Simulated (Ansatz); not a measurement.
Born–Oppenheimer molecular dynamics of a periodic cell of 36 atoms, H3C2N (contents 6 CH3CN, density as packed 0.78 g/cm³ with natural masses). It goes on from the last frame of an earlier run, with new velocities.

All numbers below come from Ansatz 0.2.0, DFT PBE-D3(BJ), scalar-relativistic, plane waves, PAW. Settings: cutoff 420 eV, k mesh 1x1x1, fermi-dirac smearing 0.02 eV, no spin polarisation.

| Quantity | Value |
| --- | --- |
| ensemble | NVE (velocity Verlet) |
| time step | 0.5 fs |
| steps asked | 240 |
| starting velocities drawn for | 300 K |
| seed | 423058 |

Frames 2.5 fs apart, positions in Å.

Velocities at 90.0 fs (Å/ps):

```
C -3.02 3.48 2.48
C 4.18 -7.26 8.52
N 5.86 -1.70 -0.94
H -12.22 3.53 2.76
H -7.11 14.36 -12.78
H 0.15 -2.45 10.81
C -0.79 -5.68 -2.51
C 1.99 1.38 -6.68
N 1.46 -9.39 -2.55
H -31.63 -23.76 -2.24
H 2.87 -4.80 -1.13
H 20.01 -6.15 31.39
C -2.41 0.35 0.02
C -8.38 -2.58 7.72
N 1.93 2.06 -1.66
H 20.88 1.90 -12.37
H -25.76 11.96 -11.01
H 17.02 25.31 14.28
C -2.15 9.73 -1.45
C 5.33 4.27 -7.52
N -6.02 1.26 3.06
H 18.68 25.34 18.10
H -27.23 -5.90 -6.15
H 21.48 -8.29 9.89
C 0.19 4.27 -0.85
C -5.58 -6.76 4.95
N 4.42 5.14 1.37
H 26.04 8.56 -0.19
H 10.18 -2.87 -11.57
H 18.34 -2.54 4.72
C -1.19 1.74 -5.82
C 0.06 -0.78 0.45
N 0.47 0.23 -1.60
H -31.01 -0.07 -5.53
H 18.37 -5.72 -5.12
H -11.73 -20.98 16.77
```

```xyz
36
Lattice="8.0517 0.0000 0.0000 0.0000 8.0517 0.0000 0.0000 0.0000 8.0517" Properties=species:S:1:pos:R:3 time_fs=90.0 energy_less_start_eV=0.037 T=292
C 2.498 4.057 2.960
C 2.015 4.049 4.324
N 1.543 3.992 5.399
H 3.282 4.750 2.813
H 2.874 3.065 2.651
H 1.706 4.267 2.224
C 7.790 6.481 7.299
C 7.513 5.899 8.606
N 7.335 5.509 9.682
H 8.471 7.281 7.340
H 8.221 5.743 6.572
H 6.876 6.724 6.828
C 4.467 7.716 2.793
C 4.821 8.813 1.973
N 5.028 9.759 1.363
H 3.441 7.397 2.576
H 5.118 6.901 2.547
H 4.607 8.091 3.827
C 4.061 5.022 7.034
C 3.205 5.774 7.929
N 2.447 6.407 8.570
H 3.879 5.364 6.082
H 5.080 5.276 7.319
H 3.967 3.943 6.979
C 0.447 1.114 1.899
C 0.265 0.722 3.292
N -0.008 0.452 4.405
H 1.133 1.953 1.721
H 0.793 0.213 1.297
H -0.558 1.491 1.682
C 6.346 3.871 4.378
C 5.316 2.881 4.708
N 4.550 2.080 5.067
H 5.928 4.725 4.829
H 7.340 3.623 4.758
H 6.434 3.933 3.291
36
Lattice="8.0517 0.0000 0.0000 0.0000 8.0517 0.0000 0.0000 0.0000 8.0517" Properties=species:S:1:pos:R:3 time_fs=92.5 energy_less_start_eV=0.246 T=246
C 2.489 4.063 2.966
C 2.024 4.030 4.346
N 1.558 3.988 5.396
H 3.280 4.787 2.816
H 2.864 3.099 2.631
H 1.696 4.274 2.258
C 7.789 6.460 7.292
C 7.520 5.902 8.590
N 7.339 5.485 9.675
H 8.430 7.278 7.340
H 8.229 5.733 6.590
H 6.870 6.739 6.881
C 4.461 7.718 2.796
C 4.800 8.808 1.991
N 5.034 9.766 1.357
H 3.475 7.402 2.551
H 5.081 6.898 2.523
H 4.640 8.132 3.849
C 4.056 5.045 7.035
C 3.213 5.787 7.913
N 2.436 6.407 8.575
H 3.914 5.454 6.052
H 5.047 5.264 7.310
H 4.008 3.924 7.018
C 0.449 1.122 1.897
C 0.252 0.706 3.306
N 0.003 0.464 4.407
H 1.192 1.959 1.733
H 0.800 0.239 1.285
H -0.527 1.485 1.664
C 6.342 3.871 4.364
C 5.318 2.877 4.710
N 4.551 2.081 5.063
H 5.862 4.768 4.817
H 7.372 3.610 4.754
H 6.403 3.897 3.311
36
Lattice="8.0517 0.0000 0.0000 0.0000 8.0517 0.0000 0.0000 0.0000 8.0517" Properties=species:S:1:pos:R:3 time_fs=95.0 energy_less_start_eV=0.086 T=281
C 2.480 4.067 2.972
C 2.034 4.011 4.359
N 1.572 3.985 5.398
H 3.292 4.842 2.822
H 2.876 3.111 2.631
H 1.656 4.311 2.296
C 7.786 6.429 7.285
C 7.527 5.903 8.581
N 7.342 5.464 9.662
H 8.447 7.357 7.348
H 8.242 5.714 6.625
H 6.781 6.798 6.885
C 4.456 7.722 2.808
C 4.780 8.814 2.000
N 5.039 9.771 1.354
H 3.442 7.402 2.541
H 5.096 6.846 2.511
H 4.644 8.114 3.830
C 4.052 5.064 7.036
C 3.206 5.805 7.907
N 2.435 6.402 8.574
H 3.936 5.547 5.972
H 5.104 5.270 7.322
H 4.014 3.946 7.068
C 0.457 1.128 1.899
C 0.243 0.693 3.313
N 0.014 0.476 4.412
H 1.218 1.922 1.775
H 0.778 0.306 1.296
H -0.537 1.490 1.589
C 6.334 3.868 4.358
C 5.326 2.872 4.713
N 4.551 2.082 5.059
H 5.854 4.828 4.779
H 7.346 3.615 4.755
H 6.376 3.893 3.260
36
Lattice="8.0517 0.0000 0.0000 0.0000 8.0517 0.0000 0.0000 0.0000 8.0517" Properties=species:S:1:pos:R:3 time_fs=97.5 energy_less_start_eV=0.042 T=291
C 2.474 4.073 2.978
C 2.048 3.992 4.357
N 1.581 3.981 5.410
H 3.265 4.861 2.839
H 2.905 3.110 2.642
H 1.603 4.365 2.341
C 7.779 6.409 7.276
C 7.534 5.898 8.585
N 7.346 5.445 9.642
H 8.434 7.383 7.351
H 8.268 5.670 6.638
H 6.748 6.837 6.888
C 4.454 7.718 2.821
C 4.764 8.835 1.997
N 5.043 9.769 1.354
H 3.392 7.407 2.563
H 5.110 6.823 2.529
H 4.624 8.052 3.816
C 4.054 5.085 7.029
C 3.190 5.827 7.908
N 2.441 6.393 8.569
H 3.960 5.572 5.975
H 5.159 5.285 7.337
H 3.982 4.007 7.108
C 0.463 1.135 1.907
C 0.238 0.685 3.306
N 0.023 0.485 4.425
H 1.226 1.875 1.839
H 0.763 0.330 1.284
H -0.534 1.498 1.494
C 6.319 3.865 4.354
C 5.338 2.866 4.716
N 4.549 2.082 5.054
H 5.919 4.845 4.702
H 7.286 3.637 4.760
H 6.356 3.913 3.210
36
Lattice="8.0517 0.0000 0.0000 0.0000 8.0517 0.0000 0.0000 0.0000 8.0517" Properties=species:S:1:pos:R:3 time_fs=100.0 energy_less_start_eV=-0.239 T=352
C 2.471 4.081 2.982
C 2.063 3.974 4.351
N 1.588 3.978 5.427
H 3.208 4.851 2.866
H 2.928 3.124 2.657
H 1.574 4.411 2.404
C 7.768 6.404 7.264
C 7.542 5.890 8.592
N 7.349 5.427 9.622
H 8.374 7.314 7.342
H 8.286 5.627 6.637
H 6.812 6.821 6.899
C 4.449 7.706 2.827
C 4.751 8.861 1.989
N 5.046 9.766 1.356
H 3.386 7.428 2.623
H 5.095 6.857 2.574
H 4.595 7.983 3.869
C 4.067 5.115 7.019
C 3.176 5.844 7.904
N 2.442 6.388 8.568
H 3.982 5.529 6.053
H 5.135 5.295 7.338
H 3.916 4.053 7.126
C 0.458 1.140 1.919
C 0.235 0.682 3.292
N 0.032 0.492 4.440
H 1.257 1.871 1.910
H 0.770 0.296 1.246
H -0.475 1.503 1.423
C 6.298 3.865 4.342
C 5.351 2.859 4.721
N 4.547 2.082 5.049
H 6.014 4.849 4.619
H 7.261 3.659 4.781
H 6.348 3.935 3.227
36
Lattice="8.0517 0.0000 0.0000 0.0000 8.0517 0.0000 0.0000 0.0000 8.0517" Properties=species:S:1:pos:R:3 time_fs=102.5 energy_less_start_eV=0.262 T=243
C 2.465 4.087 2.984
C 2.072 3.956 4.353
N 1.598 3.974 5.438
H 3.184 4.872 2.890
H 2.936 3.157 2.662
H 1.570 4.433 2.465
C 7.757 6.399 7.253
C 7.551 5.884 8.592
N 7.350 5.406 9.608
H 8.342 7.240 7.326
H 8.272 5.622 6.645
H 6.875 6.776 6.882
C 4.440 7.694 2.830
C 4.737 8.877 1.988
N 5.051 9.771 1.352
H 3.406 7.449 2.698
H 5.086 6.891 2.612
H 4.561 7.920 3.939
C 4.087 5.148 7.019
C 3.174 5.851 7.889
N 2.436 6.391 8.577
H 3.986 5.486 6.050
H 5.076 5.304 7.338
H 3.833 4.071 7.120
C 0.451 1.139 1.928
C 0.229 0.681 3.285
N 0.042 0.499 4.448
H 1.292 1.888 1.975
H 0.784 0.278 1.246
H -0.395 1.520 1.389
C 6.277 3.863 4.323
C 5.361 2.851 4.728
N 4.546 2.082 5.043
H 6.082 4.905 4.572
H 7.273 3.672 4.803
H 6.361 3.940 3.269
```

Of the whole run (120 fs, mean temperature of the second half 271 K): The conserved energy stayed within 0.16 meV per atom of its start (net change 0.089 meV per atom), so the integration is sound. A run of 0.12 ps of so small a system gives no equilibrium averages. Limits of this set-up: coarse k mesh.

The run took 8.4 min on 1 thread of Intel(R) Xeon(R) Platinum 8488C (Sapphire Rapids), with other jobs on the host, peak memory 0.55 GiB.
